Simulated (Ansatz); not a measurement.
PBE exchange is replaced step by step with exact exchange (0 % is PBE, 25 % PBE0; no dispersion term), basis def2-TZVPD, Ansatz. System: [IBr2]- (IBr2⁻). Charge -1, multiplicity 1. Geometry: PBE0-D4/def2-TZVPD.

Geometry of the singlet:

```xyz
3

I     0.0001    0.0000    0.0000
Br    2.2609    0.6821   -1.3503
Br   -2.2610   -0.6821    1.3503
```

In the def2 sets I takes a core potential; there is no spin–orbit coupling.

| exact exchange (%) | HOMO (eV) | LUMO (eV) | gap (eV) |
| --- | --- | --- | --- |
| 0 | -1.61 | 0.94 | 2.55 |
| 5 | -1.84 | 1.06 | 2.90 |
| 10 | -2.08 | 1.19 | 3.26 |
| 15 | -2.31 | 1.31 | 3.62 |
| 35 | -3.26 | 1.83 | 5.09 |
| 50 | -3.99 | 2.23 | 6.22 |

**Question.** Fit a straight line to the column «gap (eV)» against the share of exact exchange and predict its value at 25 %.

**Answer.** With x = exact exchange (%) and y = gap (eV): mean x = 19.17, mean y = 3.94; Σ(x − x̄)(y − ȳ) = 137.4, Σ(x − x̄)² = 1871; slope b = 0.07344, intercept a = ȳ − b·x̄ = 2.532. The residuals of the fitted rows reach 0.02. At x = 25 the line gives 2.532 + (0.07344 × 25) = 4.37; the run gave 4.35, 0.02 less than the line.
